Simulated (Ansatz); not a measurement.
Task: Predict a relaxed structure of Ta(NH)(OH)3 (TaNO₃H₄), charge 0, singlet, at PBE0-D4/def2-SVP (Ansatz).

Result: 
```xyz
9

Ta    0.1436   -0.0646   -0.1730
N    -0.9301    0.4279    1.1458
H    -1.5436    0.7096    1.8988
O     1.9616    0.1732    0.3726
H     2.3818    0.4882    1.1756
O    -0.2192    1.0141   -1.7108
H    -0.8399    1.7234   -1.8910
O    -0.1764   -1.9054   -0.5837
H    -0.7778   -2.5665   -0.2343
```
Point group C3v (tolerance 0.1 Å). The metal has 4 neighbours: N 1.77 Å, O 1.91 Å, O 1.91 Å, O 1.91 Å. This is one stationary point.

In the def2 sets Ta takes a core potential; there is no spin–orbit coupling.
